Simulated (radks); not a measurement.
Results of a calculation; reference values are marked as such.
Isoelectronic series with 18 electrons, each ion in its NIST ground configuration. Code: a radial shooting solver on a logarithmic mesh with Libxc functionals. Model: scalar-relativistic Kohn-Sham, PBE, spin-unpolarised, spherical densities, point nucleus. Total energies (hartree) and orbital eigenvalues (hartree):

ion    configuration  E (hartree)         3p         3s
Ar              [Ar]   -529.22987   -0.37741   -0.89253
K+              [Ar]   -601.92825   -0.91447   -1.52335
Ca2+            [Ar]   -679.65892   -1.58241   -2.28713
Sc3+            [Ar]   -762.41979   -2.37410   -3.17624
Ti4+            [Ar]   -850.21468   -3.28587   -4.18692
V5+             [Ar]   -943.05094   -4.31559   -5.31706
Cr6+            [Ar]  -1040.93833   -5.46189   -6.56541
Mn7+            [Ar]  -1143.88846   -6.72391   -7.93122
Fe8+            [Ar]  -1251.91446   -8.10104   -9.41407
Co9+            [Ar]  -1365.03074   -9.59291  -11.01376
Ni10+           [Ar]  -1483.25285  -11.19925  -12.73023
Cu11+           [Ar]  -1606.59746  -12.91993  -14.56356
Zn12+           [Ar]  -1735.08222  -14.75489  -16.51390
Ga13+           [Ar]  -1868.72582  -16.70410  -18.58148
Ge14+           [Ar]  -2007.54787  -18.76762  -20.76660
As15+           [Ar]  -2151.56895  -20.94552  -23.06961
Se16+           [Ar]  -2300.81061  -23.23793  -25.49091
Br17+           [Ar]  -2455.29533  -25.64497  -28.03094
Kr18+           [Ar]  -2615.04656  -28.16683  -30.69016
Rb19+           [Ar]  -2780.08872  -30.80368  -33.46911
Sr20+           [Ar]  -2950.44722  -33.55575  -36.36832
Zr22+           [Ar]  -3307.21980  -39.40644  -42.52994
Nb23+           [Ar]  -3493.68974  -42.50557  -45.79362
